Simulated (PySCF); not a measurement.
## Radial density of Gd(57+) (gadolinium, charge +57)

TPSS, [He] 2s2 2p3, high-spin 4S determinant. Computed with PySCF 2.14 in an uncontracted even-tempered set (17 s from 34 bohr⁻², ratio 2.2; 10 p from 44 bohr⁻², ratio 2.2; 5 d from 170 bohr⁻², ratio 2.4; 5 f from 250 bohr⁻², ratio 2.4; 4 g from 380 bohr⁻², ratio 2.4), with the non-relativistic Hamiltonian (point nucleus).

```csv
r (bohr),4πr²ρ (e/bohr),4πr²(ρα − ρβ)
0.000400,0.3517,0.0000
0.000674,0.9610,0.0001
0.00113,2.563,0.0004
0.00191,6.569,0.0019
0.00321,15.73,0.0109
0.00539,33.63,0.0700
0.00907,59.40,0.4340
0.0153,76.58,2.3491
0.0257,62.59,9.8072
0.0432,46.13,26.5025
0.0726,57.41,34.7652
0.122,27.86,13.6254
0.205,1.647,0.7067
0.345,0.003730,0.0014
```

A non-relativistic calculation at this Z misses sizeable relativistic shifts. Spin-orbit coupling, which splits the p, d and f shells strongly at this Z, is absent. Spin-orbit coupling is strong in this species (close to jj coupling), so the high-spin LS determinant is a model state, not a physical level.
